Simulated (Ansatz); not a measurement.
Basis sets compared for Sn(NCS)H3 (CH3NSSn). The state is a singlet with charge 0. Geometry PBE0-D4/def2-SVP. Ansatz on 4 threads of Intel Xeon on a shared host; times are rough, and most runs start from earlier orbitals.

```xyz
7

Sn    0.839   -0.804    0.452
N    -0.521    0.520   -0.281
C    -1.330    1.279   -0.716
S    -2.404    2.290   -1.295
H     0.018   -1.658    1.677
H     2.122    0.152    1.039
H     1.276   -1.779   -0.876
```

In the def2 sets Sn takes a core potential, while STO-3G treats all electrons; there is no spin–orbit coupling.

STO-3G and 6-31G are all-electron sets without relativity, so their totals don't compare with the def2 sets.

Binding counts from free atoms (Sn triplet, N quartet, C triplet, S triplet, H doublet) in the same basis, without a counterpoise term.

```
           level  functions  energy (Eh)  HOMO (eV)  LUMO (eV)  binding per atom (eV)  wall time
       HF/STO-3G         49   -6449.3676      -5.18       9.17                   2.78     0.66 s
 PBE-D4/def2-SVP         87    -706.6542      -5.68      -1.24                   3.48     0.95 s
PBE0-D4/def2-SVP         87    -706.6952      -6.84      -0.48                   3.35      1.9 s
```

Question: Estimate the rows for HF/def2-TZVP, PBE-D4/def2-TZVP, PBE0-D4/def2-TZVP (with forces).

Answer: 
```tsv
level	functions	energy (Eh)	HOMO (eV)	LUMO (eV)	binding per atom (eV)	wall time
HF/def2-TZVP	167	-704.9872	-9.48	1.64	2.14	2.2 s
PBE-D4/def2-TZVP	167	-706.9111	-5.85	-1.52	3.48	2.3 s
PBE0-D4/def2-TZVP (with forces)	167	-706.9497	-6.96	-0.77	3.36	5 s
```
